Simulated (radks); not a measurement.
Values are calculated unless marked as measured or tabulated.
All-electron atom: the mercury ion Hg3+ in [Xe] 4f14 5d9.

Code: a radial shooting solver on a logarithmic mesh with Libxc functionals. Model: scalar-relativistic Kohn-Sham, PBEsol, spin-unpolarised, spherical densities, point nucleus.

Energy parts (eV):
total: -533749.92
kinetic: 599307.46
electron-nucleus: -1327405.73
Hartree: 204250.73
exchange-correlation: -9902.37

Orbitals (lengths in bohr, moments of r in powers of bohr):
[
 {"orbital": "1s", "occ.": "2", "eigenvalue (eV)": "-83193.82", "<r>": "0.01659"},
 {"orbital": "2s", "occ.": "2", "eigenvalue (eV)": "-14773.20", "<r>": "0.06993"},
 {"orbital": "2p", "occ.": "6", "eigenvalue (eV)": "-12743.42", "<r>": "0.06329"},
 {"orbital": "3s", "occ.": "2", "eigenvalue (eV)": "-3531.850", "<r>": "0.1807"},
 {"orbital": "3p", "occ.": "6", "eigenvalue (eV)": "-2945.572", "<r>": "0.1822"},
 {"orbital": "3d", "occ.": "10", "eigenvalue (eV)": "-2329.093", "<r>": "0.1651"},
 {"orbital": "4s", "occ.": "2", "eigenvalue (eV)": "-803.1024", "<r>": "0.3993"},
 {"orbital": "4p", "occ.": "6", "eigenvalue (eV)": "-610.9102", "<r>": "0.4256"},
 {"orbital": "4d", "occ.": "10", "eigenvalue (eV)": "-383.0723", "<r>": "0.4490"},
 {"orbital": "5s", "occ.": "2", "eigenvalue (eV)": "-152.4942", "<r>": "0.8995"},
 {"orbital": "4f", "occ.": "14", "eigenvalue (eV)": "-130.4192", "<r>": "0.4823"},
 {"orbital": "5p", "occ.": "6", "eigenvalue (eV)": "-100.5728", "<r>": "1.033"},
 {"orbital": "5d", "occ.": "9", "eigenvalue (eV)": "-42.5060", "<r>": "1.385"}
]

The highest occupied level is 5d at -42.506 eV. The density falls to 0.001 e/bohr^3 at r = 3.24 bohr.
